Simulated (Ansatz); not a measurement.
NiPt₂. The state is a triplet with charge 0. Geometry PBE0-D4/def2-TZVP.

```xyz
3

Pt   -1.139   -0.612   -0.549
Pt    0.068    0.179    1.392
Ni    1.070    0.434   -0.842
```

In the def2 sets Pt takes a core potential; there is no spin–orbit coupling. At HF/def2-TZVP the charge 0 triplet is spin-contaminated (final ⟨S²⟩ up to 2.12, 2.00 for a pure state). At PBE-D4/def2-TZVP the gap within one spin of the charge 0 triplet nearly closes, so an electron or hole may be smeared out by delocalisation error. The structure comes from a short search, and lower isomers may exist.

Q: Estimate the α-spin orbital energies around the gap (eV) in Ansatz with HF/def2-TZVP, PBE-D4/def2-TZVP, r2SCAN-D4/def2-TZVP, PBE0-D4/def2-TZVP, CAM-B3LYP-D4/def2-TZVP.

A: 
```csv
orbital,HF/def2-TZVP,PBE-D4/def2-TZVP,r2SCAN-D4/def2-TZVP,PBE0-D4/def2-TZVP,CAM-B3LYP-D4/def2-TZVP
HOMO−5,-8.88,-5.21,-5.49,-6.35,-7.64
HOMO−4,-8.81,-5.16,-5.37,-6.20,-7.60
HOMO−3,-8.71,-5.00,-5.10,-6.17,-7.60
HOMO−2,-8.66,-4.94,-5.01,-6.10,-7.41
HOMO−1,-8.38,-4.71,-4.64,-6.06,-7.36
HOMO,-7.55,-4.69,-4.53,-5.89,-7.10
LUMO,0.29,-3.63,-3.56,-2.88,-1.99
LUMO+1,0.52,-3.55,-3.25,-2.31,-1.52
LUMO+2,2.02,-1.17,-0.96,-0.43,0.30
LUMO+3,2.61,-0.71,-0.43,0.14,0.90
LUMO+4,3.23,-0.21,0.05,0.63,1.43
LUMO+5,3.46,-0.16,0.23,0.86,1.66
β HOMO,-7.51,-4.38,-4.37,-5.34,-6.86
β LUMO,0.50,-4.30,-4.08,-3.07,-1.86
```
